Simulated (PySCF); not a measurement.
## Ionising NaCd

r²SCAN; basis Na def2-SVP, Cd def2-SVP with ECP28; scalar-relativistic core potentials; PySCF 2.14. Neutral (UKS): doublet (σ ↑), Re = 3.371 Å, ωe = 79.2 cm⁻¹, De = 0.18 eV, HOMO -3.01 eV, LUMO -1.73 eV.

NaCd⁺ (UKS): singlet (closed shell), Re = 3.146 Å, ωe = 113 cm⁻¹, De = 0.42 eV to Na⁺ + Cd. The energies at the minima are -329.98566 hartree for NaCd and -329.80819 for NaCd⁺.

**Question.** Work out the adiabatic ionisation energy, without and with harmonic zero-point energies (1 hartree = 27.2114 eV, 1 eV = 8065.5 cm⁻¹), and the change of the bond length.

**Answer.** At r²SCAN: 0.17747 hartree = 4.829 eV between the minima; the zero-point term (113.0 − 79.2)/2 cm⁻¹ = +0.002 eV makes it 4.831 eV. Re changes by -22.5 pm against the neutral. The electron leaves a σ orbital, and the shorter bond of the ion fits an antibonding orbital, or a change in how ionic the bond is.

Closed-shell solutions of metal pairs were not tested for spin polarisation, which can lower them a little. Weak bonds: NaCd, NaCd⁺. Basis-set superposition, not corrected here, can be much of De in a small basis, most of all at correlated wavefunction levels. For an ion De counts to the pair picked by the measured ionisation energies or electron affinities, which need not be the lowest pair at this level. States were picked by a PBE0 search and need not be the measured ground states.
